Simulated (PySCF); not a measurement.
# Bond length, frequency and bond energy of CaO by level of theory

State: ¹Σ⁺ (singlet), closed shell. Set-up: PySCF, no relativity, basis sets Ca aug-pcseg-1, O aug-pcseg-1. De refers to Ca + O in their high-spin ground configurations, without counterpoise correction. A positive dipole means Ca(−)O(+). Levels whose curve was spin-contaminated or gave no clean fit are not listed.

| Level | Re (Å) | ωe (cm⁻¹) | De (eV) | μ (D) | CPU s a point (SCF and correlation, without the integrals) |
| --- | --- | --- | --- | --- | --- |
| RHF | 1.852 | 809 | 0.413 | -11.73 | 0.14 |
| RHF-MP2 | 1.908 | 635 | 4.15 | n/a | 0.22 |
| RHF-SCS-MP2 | 1.907 | 648 | 3.76 | n/a | n/a |
| RHF-CCSD | 1.892 | 706 | 3.05 | n/a | n/a |
| PBE | 1.839 | 748 | 5.25 | -8.11 | 1.5 |
| TPSS | 1.842 | 761 | 5.08 | -8.36 | 1.8 |
| r²SCAN | 1.830 | 778 | 5.03 | -8.64 | 1.6 |
| PBE0 | 1.822 | 786 | 4.33 | -9.14 | 1.9 |
| HSE06 | 1.825 | 782 | 4.32 | -9.11 | 2.1 |
| MN15 | 1.815 | 807 | 4.08 | -9.75 | 1.9 |
| M06-2X | 1.830 | 785 | 3.67 | -9.83 | 1.9 |

Correlated steps freeze 6 core orbitals. Correlated levels converge slowly with the basis: in double zeta they bind strong bonds too weakly, by up to about 1 eV, and carry superposition errors of some tenths. Where the molecule has an RHF reference, its open-shell atoms are computed with UHF. The CCSD T1 diagnostic is raised, a sign that a single reference may not be enough here.

The whole job (state search and all levels along the bond) took about 4 min on 1 thread of Arm Neoverse N1 (shared host), peak memory 0.76 GiB.
